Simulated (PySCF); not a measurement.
Species: BeMe(SMe), C₂H₆BeS.
Bonds: Be1–C2, Be1–S6, S6–C7. Hydrogens: H3, H4, H5 on C2; H8, H9, H10 on C7.

Theory: PBE0-D3(BJ)/def2-SVP geometry optimisation, gas phase in PySCF.

(1) What internal coordinates does the optimisation give?

Answers

(1) 
```tsv
bond	length (Å)
Be1–C2	1.675
Be1–S6	1.910
C2–H3, C2–H4, C2–H5	1.104
S6–C7	1.835
C7–H8, C7–H9, C7–H10	1.098
```

Bonds in one row agree within 0.01 Å and their mean is given. A selection of angles:
```tsv
angle	degrees
C2–Be1–S6	178.8
Be1–C2–H3	112.6
Be1–C2–H4	112.4
H3–C2–H4	107.1
H4–C2–H5	106.5
Be1–S6–C7	101.1
S6–C7–H8	111.6
S6–C7–H9	106.7
H8–C7–H9	108.4
H8–C7–H10	109.9
```

Be1 (beryllium bonded to C and S) is linear (angle 178.8°). The 4 heavy atoms lie in one plane (0.001 Å rms).

Point group: near Cs, missed by 0.32 Å at most; the miss may be what the optimiser left on a soft mode. Stationary, but not proved a minimum.

Time: 13 s. Hardware: an Arm Neoverse V2 with one thread, no GPU, on a shared host. That covers the optimisation of the geometry.
